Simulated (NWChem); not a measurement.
Program: NWChem. System: H2Be, charge 0, spin multiplicity 1, at a geometry optimised with PBE/def2-SVP. The structure started from a generated list of species. Level: TD-PBE0/6-31G* (spherical d).

Output (cleaned and shortened):

```
             Northwest Computational Chemistry Package (NWChem) 7.3.0
             --------------------------------------------------------

                                NWChem Input Module
                                -------------------

 Scaling coordinates for geometry "geometry" by  1.889725989
 (inverse scale =  0.529177249)

                             Geometry "geometry" -> ""
                             -------------------------

 Output coordinates in angstroms (scale by  1.889725989 to convert to a.u.)

  No.       Tag          Charge          X              Y              Z
 ---- ---------------- ---------- -------------- -------------- --------------
    1 Be                   4.0000     0.00000000     0.00000000     0.00000000
    2 H                    1.0000     0.00000000     0.00000000     1.34424800
    3 H                    1.0000     0.00000000     0.00000000    -1.34424800

 Effective nuclear repulsion energy (a.u.)       3.3461136758

            Nuclear Dipole moment (a.u.)
            ----------------------------
        X                 Y               Z
 ---------------- ---------------- ----------------
     0.0000000000     0.0000000000     0.0000000000


 Summary of "ao basis" -> "" (spherical)
 ------------------------------------------------------------------------------
       Tag                 Description            Shells   Functions and Types
 ---------------- ------------------------------  ------  ---------------------
 *                           6-31g*                   on all atoms

                                 NWChem DFT Module
                                 -----------------

 Summary of "ao basis" -> "ao basis" (spherical)
 ------------------------------------------------------------------------------
       Tag                 Description            Shells   Functions and Types
 ---------------- ------------------------------  ------  ---------------------
 Be                          6-31g*                  6       14   3s2p1d
 H                           6-31g*                  2        2   2s

 Summary of "ao basis" -> "ao basis" (spherical)
 ------------------------------------------------------------------------------
       Tag                 Description            Shells   Functions and Types
 ---------------- ------------------------------  ------  ---------------------
 Be                          6-31g*                  6       14   3s2p1d
 H                           6-31g*                  2        2   2s

            General Information
            -------------------
          SCF calculation type: DFT
          Wavefunction type:  closed shell.
          No. of atoms     :     3
          No. of electrons :     6
           Alpha electrons :     3
            Beta electrons :     3
          Charge           :     0
          Spin multiplicity:     1
          Use of symmetry is: off; symmetry adaption is: off
          Maximum number of iterations: 100
          AO basis - number of functions:    18
                     number of shells:    10
          Convergence on energy requested:  1.00D-06
          Convergence on density requested:  1.00D-05
          Convergence on gradient requested:  5.00D-04

              XC Information
              --------------
                         PBE0 Method XC Functional
                     Hartree-Fock (Exact) Exchange  0.250
          PerdewBurkeErnzerhof Exchange Functional  0.750
            Perdew 1991 LDA Correlation Functional  1.000 local
           PerdewBurkeErnz. Correlation Functional  1.000 non-local

             Grid Information
             ----------------
          Grid used for XC integration:  medium
          Radial quadrature: Mura-Knowles
          Angular quadrature: Lebedev.
          Tag              B.-S. Rad. Rad. Pts. Rad. Cut. Ang. Pts.
          ---              ---------- --------- --------- ---------
          Be                  1.05       49           6.0       434
          H                   0.35       45           8.0       434
          Grid pruning is: on
          Number of quadrature shells:   139
          Spatial weights used:  Erf1

          Convergence Information
[...]
     Transition Moments   XX  0.00000  XY  0.00000  XZ -0.00000
     Transition Moments   YY  0.00000  YZ -0.00000  ZZ -0.00000
     Dipole Oscillator Strength                    0.3975565633
     Electric Quadrupole                           0.0000000000
     Magnetic Dipole                               0.0000000000
     Total Oscillator Strength                     0.3975565633

          sigma_e =   1.7256 Angstrom
          sigma_h =   1.4452 Angstrom
         |d_h->e| =   0.0000 Angstrom
            d_exc =   2.2810 Angstrom
            d_CD1 =   0.2804 Angstrom
            d_CD2 =  -1.5854 Angstrom
            d_CD3 =   2.2810 Angstrom
     Pearson C.C. =  -0.0274

     Occ.    2  a   ---  Virt.    4  a   -0.96873 X
     Occ.    2  a   ---  Virt.    5  a    0.25211 X
  ----------------------------------------------------------------------------
  Root   5 singlet a              0.401016150 a.u.               10.9122 eV
  ----------------------------------------------------------------------------
     Transition Moments    X  0.00000   Y  0.00000   Z -1.46863
     Transition Moments   XX  0.00000  XY -0.00000  XZ -0.00000
     Transition Moments   YY  0.00000  YZ -0.00000  ZZ -0.00000
     Dipole Oscillator Strength                    0.5766258580
     Electric Quadrupole                           0.0000000000
     Magnetic Dipole                               0.0000000000
     Total Oscillator Strength                     0.5766258580

          sigma_e =   1.9448 Angstrom
          sigma_h =   1.4763 Angstrom
         |d_h->e| =   0.0000 Angstrom
            d_exc =   2.4876 Angstrom
            d_CD1 =   0.4685 Angstrom
            d_CD2 =  -1.7106 Angstrom
            d_CD3 =   2.4876 Angstrom
     Pearson C.C. =  -0.0394

     Occ.    2  a   ---  Virt.    7  a    0.09396 X
     Occ.    3  a   ---  Virt.    6  a   -0.99668 X
     Occ.    3  a   ---  Virt.    6  a    0.07023 Y
  ----------------------------------------------------------------------------
  Root   6 singlet a              0.413623222 a.u.               11.2553 eV
  ----------------------------------------------------------------------------
     Transition Moments    X  0.00000   Y  0.00000   Z  0.00000
     Transition Moments   XX  1.53055  XY  0.00000  XZ  0.00000
     Transition Moments   YY  1.53055  YZ  0.00000  ZZ -3.97051
     Dipole Oscillator Strength                    0.0000000000
     Electric Quadrupole                           0.0000038012
     Magnetic Dipole                               0.0000000000
     Total Oscillator Strength                     0.0000038012

          sigma_e =   1.9218 Angstrom
          sigma_h =   1.4460 Angstrom
         |d_h->e| =   0.0000 Angstrom
            d_exc =   2.5041 Angstrom
            d_CD1 =   0.4757 Angstrom
            d_CD2 =  -1.6839 Angstrom
            d_CD3 =   2.5041 Angstrom
     Pearson C.C. =  -0.0875

     Occ.    2  a   ---  Virt.    6  a   -0.99393 X
     Occ.    3  a   ---  Virt.    7  a    0.08439 X
     Occ.    3  a   ---  Virt.   11  a   -0.07747 X
  ----------------------------------------------------------------------------
  Root   7 singlet a              0.490451858 a.u.               13.3459 eV
  ----------------------------------------------------------------------------
     Transition Moments    X  0.00000   Y  0.00000   Z -0.00000
     Transition Moments   XX  1.58724  XY  0.00000  XZ -0.00000
     Transition Moments   YY  1.58724  YZ -0.00000  ZZ  1.48049
     Dipole Oscillator Strength                    0.0000000000
     Electric Quadrupole                           0.0000000024
     Magnetic Dipole                               0.0000000000
     Total Oscillator Strength                     0.0000000024

          sigma_e =   2.4794 Angstrom
          sigma_h =   1.4761 Angstrom
         |d_h->e| =   0.0000 Angstrom
            d_exc =   2.9796 Angstrom
            d_CD1 =   1.0033 Angstrom
            d_CD2 =  -1.9777 Angstrom
            d_CD3 =   2.9796 Angstrom
     Pearson C.C. =  -0.0754

     Occ.    2  a   ---  Virt.    6  a   -0.08737 X
     Occ.    2  a   ---  Virt.    8  a   -0.11229 X
     Occ.    3  a   ---  Virt.    7  a   -0.99000 X
  ----------------------------------------------------------------------------
  Root   8 singlet a              0.512411794 a.u.               13.9434 eV
  ----------------------------------------------------------------------------
     Transition Moments    X -0.00000   Y -0.00000   Z  0.52189
     Transition Moments   XX  0.00000  XY  0.00000  XZ  0.00000
     Transition Moments   YY  0.00000  YZ  0.00000  ZZ -0.00000
     Dipole Oscillator Strength                    0.0930439249
     Electric Quadrupole                           0.0000000000
     Magnetic Dipole                               0.0000000000
     Total Oscillator Strength                     0.0930439249

          sigma_e =   2.4611 Angstrom
          sigma_h =   1.4455 Angstrom
         |d_h->e| =   0.0000 Angstrom
            d_exc =   2.8110 Angstrom
            d_CD1 =   1.0156 Angstrom
            d_CD2 =  -1.9533 Angstrom
            d_CD3 =   2.8110 Angstrom
     Pearson C.C. =   0.0344

     Occ.    2  a   ---  Virt.    7  a   -0.99240 X
     Occ.    3  a   ---  Virt.    6  a   -0.09479 X
     Occ.    3  a   ---  Virt.    8  a    0.06908 X
  ----------------------------------------------------------------------------
  Root   9 singlet a              0.561646585 a.u.               15.2832 eV
  ----------------------------------------------------------------------------
     Transition Moments    X  0.00000   Y  0.00000   Z -0.00000
     Transition Moments   XX  0.00000  XY  0.00000  XZ  0.96482
     Transition Moments   YY -0.00000  YZ  0.13805  ZZ -0.00000
     Dipole Oscillator Strength                    0.0000000000
     Electric Quadrupole                           0.0000008962
     Magnetic Dipole                               0.0000001682
     Total Oscillator Strength                     0.0000010644

          sigma_e =   1.9226 Angstrom
          sigma_h =   1.4769 Angstrom
         |d_h->e| =   0.0000 Angstrom
            d_exc =   2.4222 Angstrom
            d_CD1 =   0.4458 Angstrom
            d_CD2 =  -1.6998 Angstrom
            d_CD3 =   2.4222 Angstrom
     Pearson C.C. =   0.0019

     Occ.    3  a   ---  Virt.    9  a    0.79678 X
     Occ.    3  a   ---  Virt.   10  a    0.60255 X
  ----------------------------------------------------------------------------
  Root  10 singlet a              0.561646585 a.u.               15.2832 eV
  ----------------------------------------------------------------------------
     Transition Moments    X  0.00000   Y -0.00000   Z  0.00000
     Transition Moments   XX  0.00000  XY -0.00000  XZ  0.13805
     Transition Moments   YY -0.00000  YZ -0.96482  ZZ  0.00000
     Dipole Oscillator Strength                    0.0000000000
     Electric Quadrupole                           0.0000008962
     Magnetic Dipole                               0.0000001682
     Total Oscillator Strength                     0.0000010644

          sigma_e =   1.9226 Angstrom
          sigma_h =   1.4769 Angstrom
         |d_h->e| =   0.0000 Angstrom
            d_exc =   2.4222 Angstrom
            d_CD1 =   0.4458 Angstrom
            d_CD2 =  -1.6998 Angstrom
            d_CD3 =   2.4222 Angstrom
     Pearson C.C. =   0.0019

     Occ.    3  a   ---  Virt.    9  a   -0.60255 X
     Occ.    3  a   ---  Virt.   10  a    0.79678 X

              Target root =      1
          Target symmetry = none
      Ground state energy =    -15.868155937172
        Excitation energy =      0.235440829309
     Excited state energy =    -15.632715107863

  stored tddft:energy   -15.632715107862696

 Task  times  cpu:        1.0s     wall:        1.0s

 Total times  cpu:        1.0s     wall:        1.0s
```

Q: Write an NWChem input that would produce this output.

A: One answer among several that fit: 
```
start mol
memory heap 200 mb stack 900 mb global 1100 mb
geometry units angstroms nocenter noautoz noautosym
  Be     0.000000     0.000000     0.000000
  H      0.000000     0.000000     1.344248
  H      0.000000     0.000000    -1.344248
end
basis spherical
  * library 6-31g*
end
dft
  xc pbe0
  semidirect memsize 60000000 filesize 0
  iterations 100
end
tddft
  rpa
  nroots 10
  notriplet
end
task tddft energy
```
